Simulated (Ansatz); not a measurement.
System: trimethoxy(methyl)silane, C$_{4}$H$_{12}$O$_{3}$Si, net charge 0, singlet state. 
Structure (B3LYP-D3(BJ)/def2-TZVP (Ansatz, a first-principles code) minimum search):
SMILES: CO[Si](OC)(C)OC
```xyz
20

Si    -0.0090    -0.0025    -0.1041
C     -0.1701    -0.0472    -1.9579
O     -1.2858    -0.7276     0.6136
C     -2.6245    -0.2658     0.5712
O      0.0652     1.5362     0.4417
C      1.1146     2.4515     0.1809
O      1.3458    -0.7739     0.3861
C      1.5969    -2.1615     0.2501
H     -1.0910     0.4399    -2.2858
H     -0.1878    -1.0745    -2.3278
H      0.6660     0.4648    -2.4390
H     -3.0095    -0.2500    -0.4535
H     -3.2377    -0.9480     1.1600
H     -2.7066     0.7385     0.9942
H      2.0700     2.0676     0.5471
H      0.8878     3.3842     0.6972
H      1.2053     2.6610    -0.8898
H      1.6178    -2.4626    -0.8023
H      2.5713    -2.3749     0.6896
H      0.8374    -2.7504     0.7702
```
Charge 0, spin multiplicity 1.

Parts of the frozen-core correlation energy in cc-pV(D+d)Z (Ansatz, hartree). Frozen orbitals: 12; correlated occupied orbitals by spin: 25 and 25; virtual: 144 and 144. Spin-orbit coupling is left out. No relativistic terms.

```
term                            value
-------------------------  ----------
reference (HF)             -672.13066
MP2 opposite-spin            -0.92027
MP2 same-spin                -0.29660
CCSD correlation             -1.29718
(T)                          -0.03350
T1 diagnostic                   0.011
largest doubles amplitude       0.014
```
